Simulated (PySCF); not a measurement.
Ti(OH)3(SH) (H₄O₃STi), SMILES [OH][Ti]([OH])([SH])[OH], multiplicity 1. Atoms are numbered in the order given.

```xyz
9

Ti     0.3425     0.1432     0.0478
O      1.2734    -0.2103    -1.4334
H      0.9788    -0.3569    -2.3407
O      1.1509    -0.6631     1.4252
H      1.1415    -0.4086     2.3570
O      0.1178     1.8861     0.3104
H      0.3136     2.6921    -0.1818
S     -1.8086    -0.7005    -0.2048
H     -1.3681    -1.9713    -0.0288
```
Charge 0, spin multiplicity 1.

Geometry: B3LYP-D3(BJ)/def2-SVP. The multiplicity is an assumed one; no other spin state was optimised. The structure was generated by enumeration; whether it is a known compound was not checked. One conformer was computed; it need not be the lowest.

Two levels are set side by side: PBE/pcSseg-1 (PySCF) and PBE0/pcSseg-1 (PySCF). GIAO shifts against H2O (¹⁷O), H2S (³³S), TMS (¹H) at the same level; non-relativistic, no solvent, atoms listed together averaged. Differences are taken from unrounded values.

| quantity | PBE0 |
|---|---|
| δ(³³S) of S8 (ppm) | 392.1 |
| δ(¹H) of H9 (ppm) | 4.47 |

Question: What does PBE give, and how far is it from PBE0? (The exact figures need the calculation; the answer reports its results.)

Answer: 
```csv
quantity,PBE,PBE minus PBE0
δ(³³S) of S8 (ppm),386.8,-5.3
δ(¹H) of H9 (ppm),4.36,-0.11
```

Rough cost on one machine, each run with all the roots and properties that it gave: PBE0 against PBE within a factor of 2.
